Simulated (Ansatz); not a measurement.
Born–Oppenheimer molecular dynamics of C2H7FO2Si (13 atoms, charge 0, multiplicity 1). It starts at the highest image of a converged band. Of that band: Neighbouring images differ by up to 4.3 eV, so the band resolves the path poorly. A vibrational analysis at the climbing image gives one clearly imaginary mode, 2053i cm⁻¹: a first-order saddle point.

The calculation used RHF/def2-SVP in Ansatz.

```yaml
ensemble: NVE (velocity Verlet)
time_step: 0.5 fs
steps_asked: 200
starting_velocities_drawn_for: 300 K
seed: 6551
```

Frames 0.5 fs apart, positions in Å.

Velocities at 85 fs (Å/ps):

```
C -5.48 8.50 5.12
O -7.21 1.59 0.13
Si 3.64 -2.96 2.94
F -1.10 -4.96 -10.68
C -0.80 -2.66 7.11
O 8.21 -0.51 1.72
H 3.82 -2.60 -7.49
H -13.85 25.33 -7.41
H -18.35 0.82 5.72
H 12.41 19.73 9.56
H -10.87 21.11 22.35
H -5.13 8.55 -19.96
H 10.32 16.20 -58.51
```

```xyz
13
Properties=species:S:1:pos:R:3 time_fs=85 energy_less_start_eV=-0.355 T=552
C -2.152 1.063 -0.120
O -0.781 1.453 -0.174
Si 1.103 -1.244 -1.188
F -0.523 -1.418 -1.095
C 1.285 -0.919 0.691
O 2.222 0.047 1.132
H -2.438 0.098 0.350
H -2.215 0.867 -1.216
H -2.954 1.815 0.030
H -0.463 1.970 0.691
H 1.358 -1.865 1.244
H 0.293 -0.516 0.971
H 3.075 -0.361 1.081
13
Properties=species:S:1:pos:R:3 time_fs=85.5 energy_less_start_eV=-0.320 T=528
C -2.155 1.067 -0.118
O -0.785 1.454 -0.174
Si 1.105 -1.246 -1.187
F -0.523 -1.421 -1.100
C 1.284 -0.920 0.694
O 2.226 0.047 1.133
H -2.435 0.097 0.346
H -2.223 0.879 -1.219
H -2.962 1.815 0.033
H -0.459 1.977 0.692
H 1.353 -1.855 1.255
H 0.291 -0.512 0.961
H 3.080 -0.353 1.052
13
Properties=species:S:1:pos:R:3 time_fs=86 energy_less_start_eV=-0.357 T=553
C -2.157 1.071 -0.117
O -0.788 1.455 -0.172
Si 1.106 -1.247 -1.186
F -0.524 -1.423 -1.106
C 1.284 -0.921 0.698
O 2.230 0.046 1.134
H -2.430 0.099 0.344
H -2.234 0.891 -1.219
H -2.967 1.816 0.039
H -0.458 1.978 0.683
H 1.348 -1.845 1.267
H 0.290 -0.509 0.950
H 3.086 -0.343 1.023
13
Properties=species:S:1:pos:R:3 time_fs=86.5 energy_less_start_eV=-0.457 T=623
C -2.160 1.075 -0.116
O -0.792 1.457 -0.170
Si 1.108 -1.248 -1.184
F -0.524 -1.426 -1.111
C 1.283 -0.922 0.702
O 2.234 0.046 1.134
H -2.423 0.103 0.343
H -2.246 0.901 -1.218
H -2.970 1.817 0.046
H -0.461 1.974 0.666
H 1.344 -1.836 1.279
H 0.291 -0.506 0.939
H 3.091 -0.333 0.995
13
Properties=species:S:1:pos:R:3 time_fs=87 energy_less_start_eV=-0.593 T=716
C -2.163 1.079 -0.116
O -0.795 1.459 -0.168
Si 1.110 -1.250 -1.183
F -0.524 -1.429 -1.117
C 1.282 -0.923 0.706
O 2.238 0.045 1.135
H -2.414 0.108 0.343
H -2.261 0.911 -1.214
H -2.969 1.819 0.056
H -0.468 1.964 0.641
H 1.341 -1.829 1.291
H 0.293 -0.503 0.929
H 3.096 -0.322 0.967
13
Properties=species:S:1:pos:R:3 time_fs=87.5 energy_less_start_eV=-0.719 T=802
C -2.166 1.083 -0.117
O -0.798 1.461 -0.164
Si 1.111 -1.251 -1.181
F -0.525 -1.431 -1.122
C 1.281 -0.923 0.710
O 2.243 0.044 1.135
H -2.405 0.115 0.343
H -2.277 0.919 -1.208
H -2.966 1.821 0.067
H -0.477 1.950 0.611
H 1.338 -1.823 1.305
H 0.295 -0.501 0.919
H 3.102 -0.310 0.939
13
Properties=species:S:1:pos:R:3 time_fs=88 energy_less_start_eV=-0.777 T=841
C -2.168 1.087 -0.118
O -0.802 1.464 -0.161
Si 1.113 -1.252 -1.179
F -0.525 -1.434 -1.127
C 1.279 -0.923 0.714
O 2.247 0.043 1.136
H -2.393 0.123 0.345
H -2.296 0.926 -1.200
H -2.960 1.823 0.080
H -0.487 1.934 0.579
H 1.335 -1.819 1.319
H 0.298 -0.498 0.909
H 3.107 -0.297 0.911
13
Properties=species:S:1:pos:R:3 time_fs=88.5 energy_less_start_eV=-0.734 T=812
C -2.171 1.090 -0.120
O -0.805 1.466 -0.157
Si 1.115 -1.254 -1.178
F -0.525 -1.437 -1.133
C 1.278 -0.923 0.718
O 2.251 0.042 1.136
H -2.381 0.132 0.348
H -2.316 0.932 -1.191
H -2.953 1.827 0.096
H -0.498 1.919 0.549
H 1.333 -1.816 1.333
H 0.302 -0.496 0.900
H 3.111 -0.283 0.884
13
Properties=species:S:1:pos:R:3 time_fs=89 energy_less_start_eV=-0.629 T=743
C -2.174 1.094 -0.123
O -0.809 1.468 -0.154
Si 1.116 -1.255 -1.176
F -0.526 -1.439 -1.139
C 1.277 -0.922 0.722
O 2.255 0.040 1.136
H -2.368 0.141 0.353
H -2.337 0.938 -1.183
H -2.943 1.831 0.113
H -0.507 1.907 0.526
H 1.331 -1.814 1.348
H 0.304 -0.492 0.891
H 3.114 -0.269 0.858
13
Properties=species:S:1:pos:R:3 time_fs=89.5 energy_less_start_eV=-0.579 T=712
C -2.176 1.097 -0.126
O -0.813 1.470 -0.151
Si 1.118 -1.256 -1.175
F -0.526 -1.442 -1.144
C 1.276 -0.922 0.726
O 2.259 0.039 1.136
H -2.355 0.150 0.359
H -2.359 0.942 -1.174
H -2.932 1.836 0.132
H -0.510 1.904 0.517
H 1.328 -1.813 1.362
H 0.307 -0.488 0.884
H 3.116 -0.254 0.833
13
Properties=species:S:1:pos:R:3 time_fs=90 energy_less_start_eV=-0.668 T=772
C -2.178 1.101 -0.129
O -0.818 1.472 -0.149
Si 1.119 -1.258 -1.173
F -0.526 -1.445 -1.150
C 1.275 -0.921 0.730
O 2.263 0.037 1.136
H -2.341 0.159 0.366
H -2.383 0.944 -1.167
H -2.920 1.843 0.154
H -0.509 1.910 0.523
H 1.326 -1.813 1.377
H 0.308 -0.483 0.878
H 3.118 -0.238 0.808
13
Properties=species:S:1:pos:R:3 time_fs=90.5 energy_less_start_eV=-0.837 T=885
C -2.180 1.105 -0.133
O -0.823 1.472 -0.148
Si 1.121 -1.259 -1.172
F -0.525 -1.448 -1.155
C 1.274 -0.921 0.734
O 2.267 0.035 1.136
H -2.328 0.167 0.375
H -2.408 0.946 -1.161
H -2.906 1.851 0.177
H -0.502 1.924 0.542
H 1.324 -1.812 1.390
H 0.308 -0.477 0.874
H 3.117 -0.222 0.784
```

Of the whole run (100 fs, mean temperature of the second half 745 K): The conserved energy stayed within 0.71 meV per atom of its start (net change -0.22 meV per atom), so the integration is sound. The kinetic energy rose, since the run started high on the potential surface and went downhill. It ends in pieces (CH3FOSi + CH4O), so much of that is their flight and rotation, not heat. A run of 0.1 ps of so small a system gives no equilibrium averages. The orbitals stay closed-shell, which can raise the energy where a bond breaks towards radicals; this wasn't checked here.

Run time: 10 min on 2 threads of AMD EPYC 7R43 64-Core Processor (Zen 3), with other jobs on the host, peak memory 0.3 GiB.
